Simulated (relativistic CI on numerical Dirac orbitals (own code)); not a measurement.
Energy levels of Nb³⁹⁺

Computed by Dirac-Coulomb-Breit CI, separate exchange-only KLI orbitals for each configuration, model QED (radiative potential, 1s self-energy scaled to tabulated hydrogen-like ionisation energies), unscaled Slater integrals (own radial code, finite nucleus).

Configuration list: 1s2, 1s 2s, 1s 2p, 1s 3s, 1s 3p, 1s 3d, 1s 4s, 1s 4p, 1s 4d, 1s 4f, 1s 5s, 1s 5p, 1s 5d, 1s 5f, 1s 5g, 1s 6s, 1s 6p, 1s 6d. Levels of other configurations are missing.

| No. | Configuration | Term | J | E (10³ cm⁻¹) | % | Landé g | Lifetime (s) |
| --- | --- | --- | --- | --- | --- | --- | --- |
| 1 | 1s2 | 1S | 0 | 0 | 100 |  |  |
| 2 | 1s 2s | 3S | 1 | 136948 | 100 | 1.964 | 4.65e-11 |
| 3 | 1s 2p | 3P° | 0 | 137380 | 100 |  | 1.19e-09 |
| 4 | 1s 2p | 3P° | 1 | 137394 | 76 | 1.343 | 1.24e-15 |
| 5 | 1s 2s | 1S | 0 | 137405 | 100 |  |  |
| 6 | 1s 2p | 3P° | 2 | 138325 | 100 | 1.477 | 3.36e-12 |
| 7 | 1s 2p | 1P° | 1 | 138542 | 76 | 1.121 | 4.07e-16 |
| 8 | 1s 3s | 3S | 1 | 162547 | 100 | 1.969 | 4.87e-14 |
| 9 | 1s 3p | 3P° | 0 | 162665 | 100 |  | 1.65e-14 |
| 10 | 1s 3s | 1S | 0 | 162669 | 100 |  | 4.96e-14 |
| 11 | 1s 3p | 3P° | 1 | 162669 | 75 | 1.345 | 3.58e-15 |
| 12 | 1s 3p | 3P° | 2 | 162947 | 100 | 1.482 | 1.79e-14 |
| 13 | 1s 3d | 3D | 2 | 163000 | 61 | 1.083 | 5.77e-15 |
| 14 | 1s 3d | 3D | 1 | 163005 | 100 | 0.508 | 5.82e-15 |
| 15 | 1s 3p | 1P° | 1 | 163007 | 75 | 1.132 | 1.37e-15 |
| 16 | 1s 3d | 3D | 3 | 163093 | 100 | 1.320 | 6.01e-15 |
| 17 | 1s 3d | 1D | 2 | 163099 | 61 | 1.069 | 5.95e-15 |
| 18 | 1s 4s | 3S | 1 | 171414 | 100 | 1.970 | 7.15e-14 |
| 19 | 1s 4p | 3P° | 0 | 171462 | 100 |  | 2.82e-14 |
| 20 | 1s 4s | 1S | 0 | 171464 | 100 |  | 7.02e-14 |
| 21 | 1s 4p | 3P° | 1 | 171464 | 75 | 1.345 | 8.01e-15 |
| 22 | 1s 4p | 3P° | 2 | 171581 | 100 | 1.484 | 3.04e-14 |
| 23 | 1s 4d | 3D | 2 | 171603 | 62 | 1.086 | 1.34e-14 |
| 24 | 1s 4d | 3D | 1 | 171605 | 100 | 0.511 | 1.35e-14 |
| 25 | 1s 4p | 1P° | 1 | 171606 | 75 | 1.135 | 3.21e-15 |
| 26 | 1s 4d | 3D | 3 | 171642 | 100 | 1.322 | 1.40e-14 |
| 27 | 1s 4f | 3F° | 3 | 171644 | 57 | 1.035 | 2.78e-14 |
| 28 | 1s 4f | 3F° | 2 | 171645 | 100 | 0.673 | 2.78e-14 |
| 29 | 1s 4d | 1D | 2 | 171645 | 62 | 1.071 | 1.38e-14 |
| 30 | 1s 4f | 3F° | 4 | 171664 | 100 | 1.241 | 2.81e-14 |
| 31 | 1s 4f | 1F° | 3 | 171664 | 57 | 1.041 | 2.81e-14 |
| 32 | 1s 5s | 3S | 1 | 175490 | 100 | 1.971 | 1.13e-13 |
| 33 | 1s 5p | 3P° | 0 | 175514 | 100 |  | 4.84e-14 |
| 34 | 1s 5s | 1S | 0 | 175515 | 100 |  | 1.06e-13 |
| 35 | 1s 5p | 3P° | 1 | 175515 | 75 | 1.346 | 1.52e-14 |
| 36 | 1s 5p | 3P° | 2 | 175575 | 100 | 1.485 | 5.17e-14 |
| 37 | 1s 5d | 3D | 2 | 175586 | 62 | 1.087 | 2.56e-14 |
| 38 | 1s 5d | 3D | 1 | 175587 | 100 | 0.512 | 2.59e-14 |
| 39 | 1s 5p | 1P° | 1 | 175587 | 75 | 1.137 | 6.24e-15 |
| 40 | 1s 5d | 3D | 3 | 175606 | 100 | 1.322 | 2.69e-14 |
| 41 | 1s 5f | 3F° | 3 | 175607 | 57 | 1.036 | 5.37e-14 |
| 42 | 1s 5f | 3F° | 2 | 175607 | 100 | 0.674 | 5.36e-14 |
| 43 | 1s 5d | 1D | 2 | 175608 | 62 | 1.072 | 2.63e-14 |
| 44 | 1s 5f | 3F° | 4 | 175617 | 100 | 1.241 | 5.42e-14 |
| 45 | 1s 5g | 3G | 4 | 175617 | 55 | 1.019 | 9.10e-14 |
| 46 | 1s 5g | 3G | 3 | 175617 | 100 | 0.755 | 9.10e-14 |
| 47 | 1s 5f | 1F° | 3 | 175617 | 57 | 1.042 | 5.43e-14 |
| 48 | 1s 5g | 3G | 5 | 175623 | 100 | 1.193 | 9.14e-14 |
| 49 | 1s 5g | 1G | 4 | 175623 | 55 | 1.027 | 9.14e-14 |
| 50 | 1s 6s | 3S | 1 | 177693 | 100 | 1.971 | 1.75e-13 |
| 51 | 1s 6p | 3P° | 0 | 177707 | 100 |  | 7.79e-14 |
| 52 | 1s 6s | 1S | 0 | 177707 | 100 |  | 1.51e-13 |
| 53 | 1s 6p | 3P° | 1 | 177707 | 75 | 1.346 | 2.57e-14 |
| 54 | 1s 6p | 3P° | 2 | 177742 | 100 | 1.485 | 8.33e-14 |
| 55 | 1s 6d | 3D | 2 | 177748 | 62 | 1.087 | 4.35e-14 |
| 56 | 1s 6d | 3D | 1 | 177749 | 100 | 0.513 | 4.41e-14 |
| 57 | 1s 6p | 1P° | 1 | 177749 | 75 | 1.138 | 1.06e-14 |
| 58 | 1s 6d | 3D | 3 | 177760 | 100 | 1.323 | 4.60e-14 |
| 59 | 1s 6d | 1D | 2 | 177761 | 62 | 1.072 | 4.47e-14 |

Energies count from the lowest computed level; ° marks odd parity; lifetimes are radiative, by E1, M1, E2, M2 decay to levels of this space only; some are left blank where a channel outside the calculation adds to the decay or the decay crosses a small, uncertain gap.

The mean weight of the leading LS term, summed over parents, in these 59 levels is 86 %, and that of the leading jj configuration (from the same eigenvectors) 100 %, so jj coupling describes them better and the LS labels are nominal.

At this charge energies of transitions that change n are usually good to better than 1 %, and those within a shell (Δn = 0) to a few per cent.

LS names give the leading component of a level, which can be under half, so a name can repeat, a term be missing and a line seem to break the LS rules.
